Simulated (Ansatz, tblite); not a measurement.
Removing and adding an electron: the cluster Li₃Si₂. The state is a doublet with charge 0. Geometry: PBE0-D4/def2-TZVP. Ansatz, gas phase; energy differences of separate SCF runs; the oxidised species is a singlet (the triplet lies 0.74 eV higher at PBE0-D4/def2-TZVP); the reduced species is a triplet (the singlet lies 0.34 eV higher at PBE0-D4/def2-TZVPD).

```xyz
5

Li    0.793   -0.716    1.671
Li    1.634    1.316   -0.458
Li   -2.105   -0.720   -0.772
Si    0.337   -0.763   -0.813
Si   -0.659    0.883    0.371
```

The xTB rows come from tblite. Correlated methods freeze 10 core orbitals; core or outer-core shells of Li are correlated, in sets that lack core-valence functions. In CCSD on the charge 0 doublet the largest single amplitude is 0.18, so its Hartree–Fock determinant may place the open shell otherwise than the density functionals do. The structure comes from a short search, and lower isomers may exist.

```
               level  −HOMO (eV)  vertical IE (eV)  −LUMO (eV)  vertical EA (eV)  HOMO–LUMO gap (eV)  IE − EA (eV)                                                                                                    remarks
            GFN1-xTB           –             10.79           –                 –                   –             –                                                                                                          –
            GFN2-xTB           –              7.38           –              2.63                   –          4.75                                                                                                          –
    PBE-D4/def2-TZVP        2.62              4.85        1.89                 –                0.74             –                                                                 restricted SCF unstable in HF (+1 singlet)
   PBE-D4/def2-TZVPD        2.63                 –        1.89              0.55                0.74             –                                                                               HOMO above zero (-1 triplet)
 r2SCAN-D4/def2-TZVP        2.72              4.85        1.77                 –                0.95             –                                                                 restricted SCF unstable in HF (+1 singlet)
r2SCAN-D4/def2-TZVPD        2.72                 –        1.75              0.44                0.97             –                                                                               HOMO above zero (-1 triplet)
   PBE0-D4/def2-TZVP        3.32              4.87        1.24                 –                2.08             –                                                                 restricted SCF unstable in HF (+1 singlet)
  PBE0-D4/def2-TZVPD        3.32                 –        1.27              0.46                2.05             –                                                                               HOMO above zero (-1 triplet)
     CCSD/def2-TZVPP           –              4.55           –                 –                   –             –  large T1 (0.049) (doublet), restricted SCF unstable (+1 singlet), spin-contaminated (⟨S²⟩ 1.04) (doublet)
  CCSD(T)/def2-TZVPP           –              4.55           –                 –                   –             –  large T1 (0.049) (doublet), restricted SCF unstable (+1 singlet), spin-contaminated (⟨S²⟩ 1.04) (doublet)
```

Run but left out: HF/def2-TZVPP (doublet: a determinant that CCSD turns far, T1 0.050); MP2/def2-TZVPP (doublet: ⟨S²⟩ 1.04, where a pure state has 0.75); GFN1-xTB (tight binding far off the other levels).   A HOMO above zero means that the electron is unbound at that level or that self-interaction error raises the level; the energy of removing that electron tells which. HOMO and LUMO are the levels of the spin that leaves or enters (xTB has no such levels and no spin-polarisation term). Other spin states of the ions may lie lower, which would lower the ionisation energy or raise the affinity. Raw xTB energy differences between charge states are shifted by several eV; the methods need an empirical correction for them.
